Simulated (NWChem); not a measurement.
Everything below was run with NWChem. System: H2BF, charge 0, spin multiplicity 1, at a geometry optimised with PBE/def2-SVP. The structure started from a generated list of species. Level: TD-PBE/def2-SVPD.

Input file:

```
start mol
memory heap 200 mb stack 900 mb global 1100 mb
geometry units angstroms nocenter noautoz
  B      0.000000     0.000000    -0.675614
  H      1.079776     0.000000    -1.239859
  H     -1.079776     0.000000    -1.239859
  F      0.000000     0.000000     0.650865
  symmetry group C2v
end
basis spherical
  * library def2-svpd
end
dft
  xc xpbe96 cpbe96
  semidirect memsize 60000000 filesize 0
  iterations 100
end
tddft
  rpa
  nroots 5
  notriplet
  thresh 1e-4
end
task tddft energy
```

Output (cleaned and shortened):

```
             Northwest Computational Chemistry Package (NWChem) 7.3.0
             --------------------------------------------------------

                                NWChem Input Module
                                -------------------

 Scaling coordinates for geometry "geometry" by  1.889725989
 (inverse scale =  0.529177249)

 Turning off AUTOSYM since
 SYMMETRY directive was detected!

                             Geometry "geometry" -> ""
                             -------------------------

 Output coordinates in angstroms (scale by  1.889725989 to convert to a.u.)

  No.       Tag          Charge          X              Y              Z
 ---- ---------------- ---------- -------------- -------------- --------------
    1 B                    5.0000     0.00000000     0.00000000    -0.67561400
    2 H                    1.0000     1.07977600     0.00000000    -1.23985900
    3 H                    1.0000    -1.07977600     0.00000000    -1.23985900
    4 F                    9.0000     0.00000000     0.00000000     0.65086500

 Effective nuclear repulsion energy (a.u.)      26.9152980746

            Nuclear Dipole moment (a.u.)
            ----------------------------
        X                 Y               Z
 ---------------- ---------------- ----------------
     0.0000000000     0.0000000000    -0.0000056692

      Symmetry information
      --------------------

 Group name             C2v
 Group number             16
 Group order               4
 No. of unique centers     3

      Symmetry unique atoms

     1    2    4


 Summary of "ao basis" -> "" (spherical)
 ------------------------------------------------------------------------------
       Tag                 Description            Shells   Functions and Types
 ---------------- ------------------------------  ------  ---------------------
 *                         def2-svpd                  on all atoms

  pbe96 is a nonlocal functional; adding pw91lda local functional.

                                 NWChem DFT Module
                                 -----------------

 Summary of "ao basis" -> "ao basis" (spherical)
[...]
          sigma_h =   1.4018 Angstrom
         |d_h->e| =   0.5321 Angstrom
            d_exc =   3.3121 Angstrom
            d_CD1 =   2.0740 Angstrom
            d_CD2 =  -1.6407 Angstrom
            d_CD3 =   3.8442 Angstrom
     Pearson C.C. =  -0.0068

     Occ.    8  b1  ---  Virt.   10  a1  -0.99958 X
  ----------------------------------------------------------------------------
  Root   3 singlet b2             0.337753182 a.u.                9.1907 eV
  ----------------------------------------------------------------------------
     Transition Moments    X  0.00000   Y  0.53805   Z  0.00000
     Transition Moments   XX -0.00000  XY  0.00000  XZ -0.00000
     Transition Moments   YY -0.00000  YZ -1.57361  ZZ -0.00000
     Dipole Oscillator Strength                    0.0651858540
     Electric Quadrupole                           0.0000005081
     Magnetic Dipole                               0.0000051876
     Total Oscillator Strength                     0.0651915497

          sigma_e =   1.4463 Angstrom
          sigma_h =   1.3439 Angstrom
         |d_h->e| =   0.1190 Angstrom
            d_exc =   2.0411 Angstrom
            d_CD1 =   0.2213 Angstrom
            d_CD2 =  -1.2761 Angstrom
            d_CD3 =   2.1600 Angstrom
     Pearson C.C. =  -0.0653

     Occ.    4  a1  ---  Virt.    9  b2  -0.16082 X
     Occ.    7  a1  ---  Virt.    9  b2   0.97459 X
     Occ.    8  b1  ---  Virt.   15  a2  -0.13685 X
  ----------------------------------------------------------------------------
  Root   4 singlet b1             0.341041750 a.u.                9.2802 eV
  ----------------------------------------------------------------------------
     Transition Moments    X  0.38865   Y -0.00000   Z  0.00000
     Transition Moments   XX  0.00000  XY -0.00000  XZ -1.81215
     Transition Moments   YY -0.00000  YZ  0.00000  ZZ -0.00000
     Dipole Oscillator Strength                    0.0343421677
     Electric Quadrupole                           0.0000006937
     Magnetic Dipole                               0.0000014008
     Total Oscillator Strength                     0.0343442621

          sigma_e =   2.3290 Angstrom
          sigma_h =   1.4023 Angstrom
         |d_h->e| =   1.0982 Angstrom
            d_exc =   2.9426 Angstrom
            d_CD1 =   2.0249 Angstrom
            d_CD2 =  -0.7674 Angstrom
            d_CD3 =   4.0407 Angstrom
     Pearson C.C. =  -0.0095

     Occ.    8  b1  ---  Virt.   11  a1  -0.99724 X
     Occ.    8  b1  ---  Virt.   12  a1  -0.05653 X
  ----------------------------------------------------------------------------
  Root   5 singlet a2             0.343294866 a.u.                9.3415 eV
  ----------------------------------------------------------------------------
     Transition Moments    X -0.00000   Y -0.00000   Z -0.00001
     Transition Moments   XX  0.00002  XY  0.58359  XZ  0.00000
     Transition Moments   YY -0.00000  YZ  0.00000  ZZ  0.00003
     Dipole Oscillator Strength                    0.0000000000
     Electric Quadrupole                           0.0000000734
     Magnetic Dipole                               0.0000004631
     Total Oscillator Strength                     0.0000005365

          sigma_e =   1.4041 Angstrom
          sigma_h =   1.0716 Angstrom
         |d_h->e| =   0.9557 Angstrom
            d_exc =   2.0206 Angstrom
            d_CD1 =   1.2882 Angstrom
            d_CD2 =  -0.2822 Angstrom
            d_CD3 =   2.9763 Angstrom
     Pearson C.C. =  -0.0166

     Occ.    5  b1  ---  Virt.    9  b2  -0.99947 X

              Target root =      1
          Target symmetry = none
      Ground state energy =   -125.686921015231
        Excitation energy =      0.206753186630
     Excited state energy =   -125.480167828601

  stored tddft:energy   -125.48016782860117

 Task  times  cpu:        8.1s     wall:        8.1s

 Total times  cpu:        8.1s     wall:        8.1s
```
